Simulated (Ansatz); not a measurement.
Reaction (atomization): `[Cl][SnH2][GeH3]` → Cl• + Ge• + 5 H• + Sn•

Calculated with Ansatz (gas phase, PBE0-D4/def2-TZVP geometries, no zero-point term in ΔE). CCSD(T)/CBS is the MP2 limit (def2-TZVPP, def2-QZVPP) plus CCSD(T) − MP2 in def2-TZVPP, frozen cores. This one scheme is used for every species, atoms too. DFT in def2-TZVPP. No spin–orbit coupling; open shells (•) take unrestricted orbitals. Spin–orbit coupling would lower the free atoms: a little for Cl; clearly for Ge; strongly for Sn. def2 core potentials past Kr. For Ge, Sn outer-core shells are correlated without core-valence functions, so the limit isn't a true one: a few kJ/mol of doubt a bond, and 10 to 20 or more in all where bonds break to atoms. Scalar relativity is left out up to krypton.

CCSD(T)/CBS gives +476.5 kcal/mol.

**Question.** Another level gave +470.9 kcal/mol. Which?
A. r2SCANh-D4/def2-TZVPP
B. PBE0/def2-TZVPP
C. r2SCAN-D4/def2-TZVPP
D. r2SCANh/def2-TZVPP

**Answer.** C. r2SCAN-D4 470.9, r2SCANh-D4 469.1, r2SCANh 468.1, PBE0 459.1 kcal/mol.

Largest T1 diagnostic among the species: 0.012.

From r2SCAN to r2SCAN0 (25 % exact exchange), in def2-TZVPP and without D4, ΔE moves by −4.2 kcal/mol: exact exchange takes away binding that semilocal exchange gives to molecules. In def2-TZVPP, CCSD(T) changes the Hartree–Fock value by +121.5 kcal/mol (the triples alone add +5.8 kcal/mol) and MP2 by +111.8 kcal/mol; breaking electron pairs costs correlation energy, which Hartree–Fock lacks.

For atomizations the MP2-based limit and the directly extrapolated one differ by several kJ/mol either way, and by 10 to 25 for some Ge, Se and Sn compounds, so smaller differences from it don't rank the levels.
